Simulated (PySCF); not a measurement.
Order these species by their calculated properties.

Species are written as SMILES; each is one conformer at its optimised geometry, gas phase, non-relativistic unless stated; the electronic structure was computed with PySCF and density fitting.

The conformers computed, where there is a choice (atom-mapped SMILES and torsion angles):
- `[H]/[N:4]=[CH:3]/[C:2](=[CH2:1])[CH:5]1[CH2:6][CH2:7][CH2:8]1`: C1–C2–C3–N4 174°, C1–C2–C5–C6 118°

The conformers of `C[C@@H]1CC[C@@H](C#N)C1`, `[H]/N=C/[C@@H]1[C@H]2CCC[C@@H]12`, `O=C(F)C1CCCC1` and `[H]/N=C/[C@@H]1C[C@@H]2C[C@@H]2C1` aren't listed.

(1) Rank by HOMO energy, lowest first (PBE0/def2-SVPD at GFN2-xTB geometries).
A. `C[C@@H]1CC[C@@H](C#N)C1`
B. `[H]/N=C/[C@@H]1[C@H]2CCC[C@@H]12`
C. `[H]/N=C/C(=C)C1CCC1`
D. `O=C(F)C1CCCC1`

(2) Rank by static isotropic polarisability, lowest first (PBE0/def2-SVPD at GFN2-xTB geometries).
A. `O=C(F)C1CCCC1`
B. `N#C[C@H]1C[C@H](C)CC1`
C. `[H]/N=C/[C@@H]1[C@H]2CCC[C@@H]12`
D. `[H]/N=C/C(=C)C1CCC1`

(3) Give the two extremes of that set as polarisability volumes in Å³.

(4) Rank by HOMO–LUMO gap, lowest first (PBE0/def2-SVPD at GFN2-xTB geometries).
A. `C[C@@H]1CC[C@@H](C#N)C1`
B. `[C@@H]12C[C@H]2C[C@H](C1)/C=N/[H]`
C. `O=C(F)C1CCCC1`
D. `[H]/N=C/C(=C)C1CCC1`
E. `[C@H]1([C@@H]2[C@H]1CCC2)/C=N/[H]`

(5) Give the two extremes of that set in kcal/mol.

(6) Rank by lowest triplet excitation (Tamm–Dancoff), lowest first (TDA PBE0/def2-SVPD at GFN2-xTB geometries).
A. `C[C@@H]1CC[C@@H](C#N)C1`
B. `[H]/N=C/[C@@H]1[C@H]2CCC[C@@H]12`
C. `O=C(F)C1CCCC1`
D. `[H]/N=C/C(=C)C1CCC1`

(7) Give the two extremes of that set in kJ/mol.

(8) Rank by lowest singlet excitation, lowest first (TDDFT PBE0/def2-SVPD at GFN2-xTB geometries).
A. `[H]/N=C/[C@@H]1C[C@@H]2C[C@@H]2C1`
B. `[H]/N=C/[C@@H]1[C@H]2CCC[C@@H]12`
C. `[H]/N=C/C(=C)C1CCC1`
D. `C[C@@H]1CC[C@@H](C#N)C1`
E. `C(F)(=O)C1CCCC1`

(9) By how much do the two ends of that ranking differ?

Results:

(1) A (-9.01 eV), D (-8.88 eV), C (-7.37 eV), B (-7.27 eV).

(2) A (69.8 au), B (82.0 au), C (86.1 au), D (89.3 au).

(3) `O=C(F)C1CCCC1`: 10.35 Å³; `[H]/N=C/C(=C)C1CCC1`: 13.23 Å³.

(4) D (6.22 eV), B (7.11 eV), E (7.31 eV), C (8.36 eV), A (9.32 eV).

(5) `[H]/N=C/C(=C)C1CCC1`: 143 kcal/mol; `C[C@@H]1CC[C@@H](C#N)C1`: 215 kcal/mol.

(6) D (3.51 eV), B (4.48 eV), C (5.45 eV), A (6.45 eV).

(7) `[H]/N=C/C(=C)C1CCC1`: 338 kJ/mol; `C[C@@H]1CC[C@@H](C#N)C1`: 622 kJ/mol.

(8) C (4.55 eV), A (5.20 eV), B (5.32 eV), E (6.06 eV), D (7.74 eV).

(9) By 3.19 eV, between `C[C@@H]1CC[C@@H](C#N)C1` and `[H]/N=C/C(=C)C1CCC1`.
